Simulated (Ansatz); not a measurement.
```yaml
crystal:
  periodic: [false, false, false]
  atoms:
    - {symbol: C, position_ang: [-0.302956, 1.381665, -0.394769]}
    - {symbol: C, position_ang: [-0.467196, -0.412372, -0.581848]}
    - {symbol: Si, position_ang: [0.708279, -0.937076, 0.717207]}
    - {symbol: Se, position_ang: [-1.113240, -0.996221, -1.859300]}
    - {symbol: H, position_ang: [-0.907382, 1.856288, -1.327827]}
    - {symbol: H, position_ang: [0.666341, 1.458317, -0.381783]}
    - {symbol: H, position_ang: [-0.941549, 1.478343, 0.526769]}
    - {symbol: H, position_ang: [0.465405, -2.733189, 0.339336]}
    - {symbol: H, position_ang: [0.012120, -0.953654, 2.283784]}
    - {symbol: H, position_ang: [2.027759, -0.559831, 0.581371]}
basis:
  gaussian: {orbitals: cc-pVTZ}
hamiltonian: {xc: {name: wB97M-V}}
scf: {lower_state_search: full}
relax: {f_tol: 0.001, max_steps: 2}
output: {forces: true}
```

```sh
$ ansatz run in.yaml --threads 4 --pin off --events-out ev --progress --plain --max-ram 10444MiB
```

Shortened log:

```
Functional definition: wB97M-V
1383 factors; their error is unknown
334 factors; integrals over basis functions are off by at most 2.5e-6 eV
mean field evaluation 1: about -75386.9776 eV, gradient 3.8e1 eV
mean field evaluation 2: about -75387.4792 eV, gradient 3.4e1 eV
mean field evaluation 4: about -75390.3459 eV, gradient 2.5e0 eV
mean field evaluation 8: about -75390.3705 eV, gradient 8.3e-2 eV
mean field evaluation 16: about -75390.5804 eV, gradient 4.9e-4 eV
mean field -75390.58038947 eV, -2770.5527277422 hartree, gradient 6.7e-5 eV, S^2 0.000000; 0 other end points of the search recorded, 0 dependent functions left out
reference -75390.58043869 eV, -2770.5527295509 hartree; 33, 33 occupied and 188, 188 virtual orbitals, 1383 factors
relax step   1: F+E_penalty+E_count = -75390.58038947 eV  Δ(F+E_penalty+E_count) = +0.000e0 eV  max|allowed force component| = 8.810e0 eV/Å  Δτ_max = 0.0000 Å  (36 SCF iters, accepted)
1383 factors; their error is unknown
334 factors; integrals over basis functions are off by at most 2.7e-6 eV
mean field -75393.90968504 eV, -2770.6750770976 hartree, gradient 1.6e-5 eV, S^2 0.000000; 0 other end points of the search recorded, 0 dependent functions left out
reference -75393.90973416 eV, -2770.6750789030 hartree; 33, 33 occupied and 188, 188 virtual orbitals, 1383 factors
relax step   2: F+E_penalty+E_count = -75393.90968504 eV  Δ(F+E_penalty+E_count) = -3.329e0 eV  max|allowed force component| = 5.262e0 eV/Å  Δτ_max = 0.1948 Å  (43 SCF iters, accepted)
Error: geometry relaxation did not converge after 2 steps: max|allowed force component| = 5.26e0 eV/Å (threshold 1.0e-3). Raise `relax.max_steps` over both its present limit and 2, loosen `relax.f_tol`, or start from a geometry closer to equilibrium. Where this run's directory can be resumed (`checkpoint.write`), a resume goes on for up to `relax.max_steps` more
```

Question: Something in this input is off. What?

Answer: The relaxation is allowed too few steps for its threshold. The run did not converge.
